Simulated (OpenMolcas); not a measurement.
# Lu: the spin-orbit constant, worked from levels

| Item | Value |
| --- | --- |
| Program | OpenMolcas 26.06 |
| Basis | ANO-R2 [8s6p5d3f1g] |
| Scalar Hamiltonian | X2C, finite nucleus |
| Active space | 3 electrons in 6 orbitals (5d 6s) |
| State averaging | 2S+1 = 2 even, 29 roots; 2S+1 = 4 even, 10 roots kept (CI in the orbitals of an earlier block) |
| Spin-orbit coupling | RASSI with atomic mean-field integrals over the reference wave functions, term energies averaged over their components |

Methods: CASSCF; MS-CASPT2, IPEA 0.25 Eh, imaginary shift 0.1 Eh (closed shells correlated: 5s 5p). Measured levels: NIST Handbook of Basic Atomic Spectroscopic Data.

**The spin-orbit constant.** For the Hund term ²D of d1, E(J) = (A/2) J(J+1) + constant and ζ = 2S·A = A. From J = 3/2 to J = 5/2 the energy changes by 2.5 A.

| Source | E(5/2) - E(3/2) | A | ζ |
| --- | --- | --- | --- |
| CASSCF | 1967.6 | 787.0 | 787 |
| MS-CASPT2 | 2031.5 | 812.6 | 813 |
| measured | 1993.9 | 797.6 | 798 |

All in cm-1. MS-CASPT2 is off by +1.9 % and CASSCF by -1.3 %. Both methods take the spin-orbit matrix elements from the reference wave functions, so the second can move ζ only through the term energies and any multistate remixing.

Term energies are means over components that CASPT2 splits; among the terms shown or strongly mixed into the levels shown the widest spread is 160 cm-1 (5d 6s² ²D, MS-CASPT2). Without dynamic correlation excited terms often stand tens of per cent too high (terms of higher spin than the ground term too low), and those without a measured partner can miss by more than the paired ones (holds for CASSCF). Measured partners are found by configuration, term and J. A level has none where our copy of the source lacks it or the pairing is in doubt (some pairs that miss far off the trend of their configuration count as doubtful), and it then counts in no deviation. Levels of configurations outside the active space are missing.
